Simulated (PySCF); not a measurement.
Computed with TPSSh-D3(BJ)/def2-TZVP // PBE-D3(BJ)/def2-SVP in PySCF. All species are isolated molecules in the gas phase. One relaxed conformer stands for a flexible species; it need not be the lowest. 

Reference species: [Zn(OH)2] (neutral, multiplicity 1).

```yaml
charge on the central atom (meta-Löwdin): 1.28 e
charge on the central atom (Mulliken): 0.60 e
HOMO–LUMO gap: 5.96 eV
coordination_number: 2
```

Changed species: [Zn(OH)(NH2)] (1 of 2 OH replaced by NH2; the reference has 0 of 2 OH replaced by NH2).

What does the change do to the charge on the central atom (meta-Löwdin), charge on the central atom (Mulliken), HOMO–LUMO gap and coordination number?

the charge on the central atom (meta-Löwdin) falls by 0.09 e, to 1.19 e; the charge on the central atom (Mulliken) decreases by 0.11 e, to 0.49 e; the HOMO–LUMO gap falls by 0.65 eV, to 5.31 eV; the coordination number is nearly the same.
